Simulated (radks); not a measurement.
Species: Ir V. Configuration: [Xe] 4f14 5d5. Method: scalar-relativistic Kohn-Sham, SCAN, spin-polarised, spherical densities, finite nucleus; open shells are filled with parallel spins first (spin-orbit coupling, left out, can overturn this in heavy ions); meta-GGA in the generalised Kohn-Sham scheme; Fermi nuclear charge, rms radius 5.4032 fm; computed with a radial shooting solver on a logarithmic mesh with Libxc functionals.

Unscreened Slater integrals over Kohn-Sham orbitals (cm^-1). They are taken over the spin-up orbitals.

| integral | value |
|---|---|
| F0(5d,5d) | 134860 |
| F2(5d,5d) | 71491 |
| F4(5d,5d) | 47853 |
| F0(5d,5p) | 150870 |
| F2(5d,5p) | 76415 |
| G1(5d,5p) | 92459 |
| G3(5d,5p) | 57607 |
| F0(5d,4f) | 172090 |
| F2(5d,4f) | 42014 |
| F4(5d,4f) | 19918 |
| G1(5d,4f) | 14559 |
| G3(5d,4f) | 13526 |
| G5(5d,4f) | 10771 |
| F0(5d,5s) | 156960 |
| G2(5d,5s) | 61395 |
| F0(5p,5p) | 176160 |
| F2(5p,5p) | 95474 |
| F0(5p,4f) | 216010 |
| F2(5p,4f) | 67905 |
| G2(5p,4f) | 27141 |
| G4(5p,4f) | 22606 |
| F0(5p,5s) | 187180 |
| G1(5p,5s) | 125530 |
| F0(4f,4f) | 375760 |
| F2(4f,4f) | 184900 |
| F4(4f,4f) | 117360 |
| F6(4f,4f) | 84830 |
| F0(4f,5s) | 241040 |
| G3(4f,5s) | 34532 |
| F0(5s,5s) | 201340 |

Derived for the open shells (J is the average intra-shell exchange parameter used in DFT+U). 5d: Racah B = F2/49 - 5 F4/441 = 916.5 cm^-1, C = 35 F4/441 = 3798 cm^-1, C/B = 4.14, F4/F2 = 0.669, J = (F2 + F4)/14 = 8525 cm^-1.
